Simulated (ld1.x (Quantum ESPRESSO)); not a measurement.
Configuration tests for germanium (TM)

- Element: germanium
- Generator: ld1.x (Quantum ESPRESSO) 7.5
- Type: norm-conserving Troullier–Martins (Kleinman–Bylander form)
- Functional: PBE
- Relativity: scalar-relativistic
- Frozen core: [Ne]
- Valence charge: 22
- Reference configuration: 3s2 3p6 3d10 4s2 4p1 (charge +1)
- Partial waves: 3p (bound): rc 0.90 bohr; 3d (bound): rc 1.05 bohr; 3s (bound): rc 0.80 bohr
- Local potential: the s channel
- Core correction: none

Occupied shells without a wave of their own: 4p, 4s. They enter only through the test configuration that unscreens the potential.

Energies are relative to the spin-unpolarised reference configuration 3s2 3p6 3d10 4s2 4p1; without spin polarisation the order of configurations can differ from experiment.

(1) Give the all-electron excitation energy and the error of the potential for: 3s2 3p6 3d10 4s2 4p2; 3s2 3p6 3d10 4s2 4p0; 3s2 3p6 3d10 4s1 4p0; 3s2 3p6 3d9 4s2 4p2; 3s2 3p6 3d9 4s2 4p3; 3s2 3p6 3d10 4s2 4p2.3; 3s2 3p6 3d10 4s2 4p1.5.

The potential misses its own reference levels by up to 0.6 eV.

Answers

(1)

| valence configuration | charge | ΔE all-electron (eV) | error AE − PS (meV) |
| --- | --- | --- | --- |
| 3s2 3p6 3d10 4s2 4p2 | 0 | -7.444 | +90 |
| 3s2 3p6 3d10 4s2 4p0 | +2 | 15.439 | -167 |
| 3s2 3p6 3d10 4s1 4p0 | +3 | 50.230 | -1032 |
| 3s2 3p6 3d9 4s2 4p2 | +1 | 31.242 | +275 |
| 3s2 3p6 3d9 4s2 4p3 | 0 | 22.183 | +382 |
| 3s2 3p6 3d10 4s2 4p2.3 | -0.3 | -8.328 | +104 |
| 3s2 3p6 3d10 4s2 4p1.5 | +0.5 | -4.642 | +54 |

The 4p, 4s levels have no wave, so the channel is fitted at the deeper level alone: the likely source of the large errors.
